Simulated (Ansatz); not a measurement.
B13. Total charge 0; doublet. Geometry PBE-D4/def2-SVP.

```xyz
13

B     0.1485    1.7237   -0.7795
B     0.3657    0.5273    1.6550
B     1.3664   -0.6950   -1.1734
B    -0.1886   -0.9801    1.1751
B    -0.2559   -1.0572   -1.4701
B     1.1531    1.4389    0.5723
B     0.2755    0.4479   -1.8229
B     0.5855   -1.6703   -0.1428
B    -1.3439    0.3480    1.3937
B    -1.1495   -1.5864   -0.1852
B    -2.0650   -0.9998    0.9697
B     1.6299    0.8980   -0.8986
B    -0.5216    1.6049    0.7068
```

Another isomer (doublet) lies 1.44 eV lower at PBE0-D4/def2-TZVP; other spin states weren't run for this one.

Q: Estimate the α-spin orbital energies around the gap (eV) in Ansatz with PBE-D4/def2-TZVP, r2SCAN-D4/def2-TZVP, PBE0-D4/def2-TZVP.

A: 
| orbital | PBE-D4/def2-TZVP | r2SCAN-D4/def2-TZVP | PBE0-D4/def2-TZVP |
| --- | --- | --- | --- |
| HOMO−5 | -7.90 | -8.16 | -9.13 |
| HOMO−4 | -7.26 | -7.45 | -8.16 |
| HOMO−3 | -6.94 | -7.09 | -7.73 |
| HOMO−2 | -6.36 | -6.52 | -7.26 |
| HOMO−1 | -5.81 | -5.96 | -6.71 |
| HOMO | -4.97 | -5.17 | -5.69 |
| LUMO | -3.89 | -3.78 | -3.09 |
| LUMO+1 | -3.67 | -3.50 | -2.91 |
| LUMO+2 | -3.51 | -3.37 | -2.69 |
| LUMO+3 | -2.74 | -2.49 | -1.89 |
| LUMO+4 | -2.73 | -2.48 | -1.80 |
| LUMO+5 | -2.22 | -1.94 | -1.30 |
| β HOMO | -5.74 | -5.87 | -6.60 |
| β LUMO | -4.23 | -3.95 | -3.45 |
